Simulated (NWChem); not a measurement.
System: C₃H₃Br; SMILES C(=C)=CBr

Excerpt of the output:

```
             Northwest Computational Chemistry Package (NWChem) 7.3.0
             --------------------------------------------------------

 CS  symmetry detected

                             Geometry "geometry" -> ""
                             -------------------------

 Output coordinates in angstroms (scale by  1.889725989 to convert to a.u.)

  No.       Tag          Charge          X              Y              Z
 ---- ---------------- ---------- -------------- -------------- --------------
    1 C                    6.0000     0.43375026     2.89181293     0.00000000
    2 C                    6.0000    -0.18703999     1.73049021     0.00000000
    3 C                    6.0000    -0.81087330     0.57463176     0.00000000
    4 Br                  35.0000     0.11097445    -1.09855945     0.00000000
    5 H                    1.0000     0.70368119     3.40003300    -0.94253000
    6 H                    1.0000     0.70368119     3.40003300     0.94253000
    7 H                    1.0000    -1.90648992     0.46790551     0.00000000

 Effective nuclear repulsion energy (a.u.)     192.9646601276

      Symmetry information
      --------------------

 Group name             Cs
 Group number              2
 Group order               2
 No. of unique centers     6

  pbe96 is a nonlocal functional; adding pw91lda local functional.

                                 NWChem DFT Module
                                 -----------------

 Summary of "ao basis" -> "ao basis" (spherical)
 ------------------------------------------------------------------------------
       Tag                 Description            Shells   Functions and Types
 ---------------- ------------------------------  ------  ---------------------
 C                           6-31g*                  6       14   3s2p1d
 Br                          6-31g*                 12       32   5s4p3d
 H                           6-31g*                  2        2   2s

      Symmetry analysis of basis
      --------------------------

        a'         56
        a"         24

            General Information
            -------------------
          SCF calculation type: DFT
          Wavefunction type:  closed shell.
          No. of atoms     :     7
          No. of electrons :    56
           Alpha electrons :    28
            Beta electrons :    28
          Charge           :     0
          Spin multiplicity:     1
          Use of symmetry is: on ; symmetry adaption is: on
          Maximum number of iterations: 150
          AO basis - number of functions:    80
                     number of shells:    36
          Convergence on energy requested:  1.00D-06
          Convergence on density requested:  1.00D-05
          Convergence on gradient requested:  5.00D-04

              XC Information
              --------------
          PerdewBurkeErnzerhof Exchange Functional  1.000
            Perdew 1991 LDA Correlation Functional  1.000 local
           PerdewBurkeErnz. Correlation Functional  1.000 non-local

             Grid Information
             ----------------
          Grid used for XC integration:  medium
          Radial quadrature: Mura-Knowles
          Angular quadrature: Lebedev.
          Tag              B.-S. Rad. Rad. Pts. Rad. Cut. Ang. Pts.
          ---              ---------- --------- --------- ---------
          C                   0.70       49          11.0       434
          Br                  1.15      112          11.0       590
          H                   0.35       45          12.0       434
          Grid pruning is: on
          Number of quadrature shells:   349
          Spatial weights used:  Erf1

      Superposition of Atomic Density Guess
      -------------------------------------

 Sum of atomic energies:       -2686.56273859

      Non-variational initial energy
      ------------------------------

 Total energy =   -2688.334281
 1-e energy   =   -4117.971947
 2-e energy   =    1236.673006
 HOMO         =      -0.256774
 LUMO         =      -0.019079

      Symmetry analysis of molecular orbitals - initial
      -------------------------------------------------

  Numbering of irreducible representations:

     1 a'          2 a"

  Orbital symmetries:

     1 a'          2 a'          3 a'          4 a'          5 a"
     6 a'          7 a'          8 a'          9 a'         10 a'
    11 a'         12 a"         13 a'         14 a'         15 a"
    16 a'         17 a"         18 a'         19 a'         20 a'
    21 a'         22 a'         23 a"         24 a'         25 a"
    26 a'         27 a'         28 a"         29 a'         30 a"
    31 a'         32 a'         33 a'         34 a"         35 a'
    36 a'         37 a'         38 a'

     ---------------------------------------------
      Total Density - Mulliken Population Analysis
     ---------------------------------------------

    Atom       Charge   Shell Charges
 -----------   ------   -------------------------------------------------------
    1 C    6     6.55   2.00  0.72  1.93  0.65  1.22  0.03
    2 C    6     5.81   2.00  0.75  1.84  0.48  0.71  0.03
    3 C    6     6.23   2.00  0.69  1.73  0.62  1.15  0.04
    4 Br  35    35.15   2.00  2.00  6.00  2.00  5.99  1.56  3.81  0.37  1.39  6.97  2.93  0.13
    5 H    1     0.76   0.45  0.31
    6 H    1     0.76   0.45  0.31
    7 H    1     0.75   0.45  0.30

   convergence    iter        energy       DeltaE   RMS-Dens  Diis-err
 ---------------- ----- ----------------- --------- --------- ---------
 d= 0,ls=0.0,diis     1  -2689.3051746339 -2.88D+03  1.63D-02  4.99D-01
 d= 0,ls=0.0,diis     2  -2689.2674869498  3.77D-02  1.23D-02  6.97D-01
 d= 0,ls=0.0,diis     3  -2689.3293947842 -6.19D-02  5.21D-03  1.96D-01
 d= 0,ls=0.0,diis     4  -2689.3511603769 -2.18D-02  2.55D-03  4.06D-02
 d= 0,ls=0.0,diis     5  -2689.3575908959 -6.43D-03  5.35D-04  1.46D-03
  Resetting Diis
 d= 0,ls=0.0,diis     6  -2689.3577890319 -1.98D-04  2.07D-04  3.16D-04
 d= 0,ls=0.0,diis     7  -2689.3578312949 -4.23D-05  1.45D-04  1.85D-05
 d= 0,ls=0.0,diis     8  -2689.3578190781  1.22D-05  9.72D-05  1.10D-04
 d= 0,ls=0.0,diis     9  -2689.3578337990 -1.47D-05  1.37D-05  9.45D-07
 d= 0,ls=0.0,diis    10  -2689.3578339346 -1.36D-07  3.12D-06  5.89D-08

         Total DFT energy =    -2689.357833934598
      One electron energy =    -4120.414718949613
           Coulomb energy =     1346.147230471224
    Exchange-Corr. energy =     -108.055005583763
 Nuclear repulsion energy =      192.964660127555

 Numeric. integr. density =       55.999996181101

                  Occupations of the irreducible representations
                  ----------------------------------------------

                     irrep           alpha         beta
                     --------     --------     --------
                     a'               21.0         21.0
                     a"                7.0          7.0

                       DFT Final Molecular Orbital Analysis
                       ------------------------------------

 Vector   26  Occ=2.000000D+00  E=-2.547136D-01  Symmetry=a'
              MO Center=  5.2D-03,  2.8D-01, -2.2D-16, r^2= 4.2D+00
   Bfn.  Coefficient  Atom+Function         Bfn.  Coefficient  Atom+Function
  ----- ------------  ---------------      ----- ------------  ---------------
    53      0.589220  4 Br px                49     -0.263981  4 Br px
    57      0.254634  4 Br px                17      0.233573  2 C  px
     3      0.216545  1 C  px                80      0.169893  7 H  s
     7      0.150028  1 C  px                 4     -0.138495  1 C  py
    21      0.136049  2 C  px                79      0.132592  7 H  s

 Vector   27  Occ=2.000000D+00  E=-2.478072D-01  Symmetry=a'
              MO Center=  1.2D-01,  7.4D-01,  1.2D-14, r^2= 4.5D+00
   Bfn.  Coefficient  Atom+Function         Bfn.  Coefficient  Atom+Function
  ----- ------------  ---------------      ----- ------------  ---------------
    54      0.412800  4 Br py                53      0.377997  4 Br px
     3     -0.294191  1 C  px                17     -0.237514  2 C  px
     7     -0.204517  1 C  px                50     -0.182253  4 Br py
    18      0.174251  2 C  py                49     -0.170592  4 Br px
    57      0.167845  4 Br px                58      0.163137  4 Br py

 Vector   28  Occ=2.000000D+00  E=-2.173148D-01  Symmetry=a"
              MO Center= -1.3D-01,  3.2D-01, -9.5D-16, r^2= 3.5D+00
   Bfn.  Coefficient  Atom+Function         Bfn.  Coefficient  Atom+Function
  ----- ------------  ---------------      ----- ------------  ---------------
    55      0.550530  4 Br pz                19     -0.330233  2 C  pz
    33     -0.301990  3 C  pz                59      0.261913  4 Br pz
    51     -0.243748  4 Br pz                23     -0.215306  2 C  pz
    37     -0.208423  3 C  pz                76     -0.122763  5 H  s
    78      0.122763  6 H  s                 75     -0.090083  5 H  s

 Vector   29  Occ=0.000000D+00  E=-6.907325D-02  Symmetry=a'
              MO Center=  2.3D-02,  9.3D-01, -2.3D-12, r^2= 4.6D+00
   Bfn.  Coefficient  Atom+Function         Bfn.  Coefficient  Atom+Function
  ----- ------------  ---------------      ----- ------------  ---------------
    54      0.419222  4 Br py                58      0.416560  4 Br py
     7      0.398966  1 C  px                36      0.339850  3 C  py
     3      0.322944  1 C  px                34     -0.286897  3 C  s
    17     -0.283974  2 C  px                22      0.277121  2 C  py
    52     -0.252946  4 Br s                 32      0.227567  3 C  py

 Vector   30  Occ=0.000000D+00  E=-3.018322D-02  Symmetry=a"
              MO Center= -2.7D-01,  1.4D+00, -4.7D-12, r^2= 3.0D+00
   Bfn.  Coefficient  Atom+Function         Bfn.  Coefficient  Atom+Function
  ----- ------------  ---------------      ----- ------------  ---------------
    37      0.530710  3 C  pz                23     -0.475659  2 C  pz
    19     -0.450772  2 C  pz                33      0.424798  3 C  pz
    76     -0.393761  5 H  s                 78      0.393761  6 H  s
     9     -0.188180  1 C  pz                55     -0.164714  4 Br pz
    59     -0.139794  4 Br pz                75     -0.124647  5 H  s

 Vector   31  Occ=0.000000D+00  E= 1.191538D-02  Symmetry=a'
              MO Center= -4.4D-01,  4.9D-01,  5.4D-12, r^2= 4.5D+00
   Bfn.  Coefficient  Atom+Function         Bfn.  Coefficient  Atom+Function
  ----- ------------  ---------------      ----- ------------  ---------------
    34      1.050141  3 C  s                 80     -0.767512  7 H  s
    58     -0.519162  4 Br py                36     -0.482914  3 C  py
    56     -0.445514  4 Br s                 21     -0.391812  2 C  px
    57      0.355602  4 Br px                 7      0.267529  1 C  px
     6      0.257927  1 C  s                 17     -0.250299  2 C  px

     ---------------------------------------------
      Total Density - Mulliken Population Analysis
     ---------------------------------------------

    Atom       Charge   Shell Charges
 -----------   ------   -------------------------------------------------------
    1 C    6     6.52   2.00  0.68  2.07  0.66  1.10  0.03
    2 C    6     5.60   2.00  0.70  1.99  0.43  0.45  0.03
    3 C    6     6.45   2.00  0.67  2.02  0.65  1.08  0.03
    4 Br  35    35.02   2.00  2.00  6.00  2.00  5.98  1.65  3.78  0.31  1.26  6.95  2.91  0.18
    5 H    1     0.81   0.51  0.30
    6 H    1     0.81   0.51  0.30
    7 H    1     0.79   0.51  0.28

     -------------------------------------------
      Total Density - Lowdin Population Analysis
     -------------------------------------------

    Atom       Charge   Shell Charges
 -----------   ------   -------------------------------------------------------
    1 C    6     6.28   1.99  0.55  1.86  0.45  1.37  0.06
    2 C    6     5.99   1.99  0.55  1.77  0.40  1.21  0.07
    3 C    6     6.25   1.99  0.55  1.82  0.44  1.38  0.08
    4 Br  35    34.97   2.00  2.00  5.99  2.00  5.90  1.29  3.45  0.57  1.72  6.70  3.08  0.27
    5 H    1     0.84   0.47  0.36
    6 H    1     0.84   0.47  0.36
    7 H    1     0.83   0.48  0.35

     Multipole analysis of the density
     ---------------------------------

     L   x y z        total         alpha         beta         nuclear
     -   - - -        -----         -----         ----         -------
     0   0 0 0     -0.000000    -28.000000    -28.000000     56.000000

     1   1 0 0     -0.154555     -0.077278     -0.077278     -0.000000
     1   0 1 0      0.665738      0.332869      0.332869     -0.000000
     1   0 0 1     -0.000000     -0.000000     -0.000000      0.000000

     2   2 0 0    -25.576890    -31.250682    -31.250682     36.924474
     2   1 1 0      0.742162     -3.939732     -3.939732      8.621626
     2   1 0 1      0.000000      0.000000      0.000000      0.000000
     2   0 2 0    -22.831863   -253.717671   -253.717671    484.603479
     2   0 1 1     -0.000000     -0.000000     -0.000000      0.000000
     2   0 0 2    -26.956599    -16.650700    -16.650700      6.344801
```

Level: PBE/6-31G* (spherical d). Geometry: optimised at PBE-D3(BJ)/def2-SVP.

### Question
Which NWChem input produces such a log?

### Answer
This is not unique; one that fits is the input that was run:
```
start job
memory heap 200 mb stack 900 mb global 1100 mb
geometry units angstroms noautoz
  C      0.456178     2.859571     0.000000
  C     -0.178350     1.705697     0.000000
  C     -0.815856     0.557323     0.000000
  Br     0.086071    -1.126690     0.000000
  H      0.732121     3.364552    -0.942530
  H      0.732121     3.364552     0.942530
  H     -1.912662     0.463606     0.000000
end
basis spherical
  C library 6-31g*
  Br library 6-31g*
  H library 6-31g*
end
dft
  xc xpbe96 cpbe96
  iterations 150
  mulliken
end
task dft energy
```
